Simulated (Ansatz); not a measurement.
Q: Name a neutral molecule of C, F, Si and H with size of the dipole moment (B3LYP/def2-TZVPP) between 2.35 and 2.65 D and HOMO–LUMO gap (PBE0/def2-TZVPP) between 6.80 and 7.10 eV (Ansatz, PBE0-D4/def2-TZVP geometry).

A: `F[SiH2]/C=C\[SiH2]F` (2.54 D, 6.91 eV); `C=C[SiH2][SiH](F)F` (2.42 D, 6.89 eV). Other molecules can fit too; these were computed, each in one conformer that needn't be the lowest.

B3LYP here is the variant with VWN-RPA as its local correlation; programs differ in this.
